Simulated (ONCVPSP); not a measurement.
**What the settings do to the ONCV potential of silver**

Base potential:

ONCVPSP 4.0.1 input, shortened (lines: element, Z, core and valence counts, functional; n l f; lmax; l rc ep ncon nbas qcut; lloc lpopt rc5 dvloc0; l nproj debl; icmod fcfact rcfact), PBE, scalar-relativistic:

```
  Ag 47.00    6    4        4      upf
    1    0    2.00
    2    0    2.00
    2    1    6.00
    3    0    2.00
    3    1    6.00
    3    2   10.00
    4    0    2.00
    4    1    6.00
    4    2    9.00
    5    0    2.00
    2
    0    1.70    0.00    3    7    7.80
    1    1.45    0.00    5    9   12.00
    2    1.45    0.00    3    7    9.00
    2    5    1.45    0.00
    0    2    3.70
    1    2    1.80
    2    0    0.60
    3    1.75    1.70
```

In the p channel the program set the typed energies aside and used -2.299, 0.250 Ha.

All-electron outer shells of the reference configuration (PBE, scalar-relativistic, ld1.x):

```
shell  level (eV)  outermost node (bohr)  outermost maximum (bohr)
   3d     -362.96                      –                      0.27
   4s      -99.20                   0.44                      0.82
   4p      -62.55                   0.44                      0.87
   4d      -10.71                   0.43                      1.03
   5s       -5.55                   1.10                      2.40
```

Cutoffs, loose and tight: the cutoffs (Ha) at which the residual kinetic energy of the hardest occupied pseudo-wave falls to 1 and 0.1 mHa per electron. They do not see the model core or the augmentation charge, which bear on the density cutoff. Test errors are all-electron minus pseudo excitation energies from the reference, over the configurations 4s2 4p6 4d10 5s1; 4s2 4p6 4d10 5s0; 4s2 4p6 4d9 5s0; 4s2 4p6 4d9 5s1 5p1. A dash means not determined; rows that change the core or the reference have their own tests.

A true bound ghost makes a file unfit for plane-wave use even where its test errors are small: the radial tests pick states by their node count and pass the ghost by.

| change | outcome | cutoff, loose | cutoff, tight | bound ghosts | GHOST(+) flags above zero | largest test error (meV) |
| --- | --- | --- | --- | --- | --- | --- |
| base | generated, projector energies reset by the program | 46 Ha | 55 Ha | p | none | -9.1 |
| s: qcut 4.9 | generated, projector energies reset by the program | 46 Ha | 55 Ha | p | none | -10.0 |
| s: qcut 5.6 | generated, projector energies reset by the program | 46 Ha | 55 Ha | p | none | -10 |
| s: qcut 6.8 | generated, projector energies reset by the program | 46 Ha | 55 Ha | p | none | -10.0 |
| s: qcut 8.5 | generated, projector energies reset by the program | 46 Ha | 55 Ha | p | s | -8.3 |
| s: qcut 9.9 | generated, projector energies reset by the program | 46 Ha | 55 Ha | p | s | -6.9 |
| s: qcut 10.4 | generated, projector energies reset by the program | 46 Ha | 55 Ha | p | s | -6.6 |
| s: qcut 11.5 | generated, projector energies reset by the program | 46 Ha | 55 Ha | p | s | -6.1 |

Reading the sweep of the qcut of the s channel (base included, trends over the rows without a ghost): Bound ghosts are found at 4.9, 5.6, 6.8, 7.8, 8.5, 9.9, 10.4, 11.5 1/bohr. Every judged row has one, so this setting neither creates nor removes them.
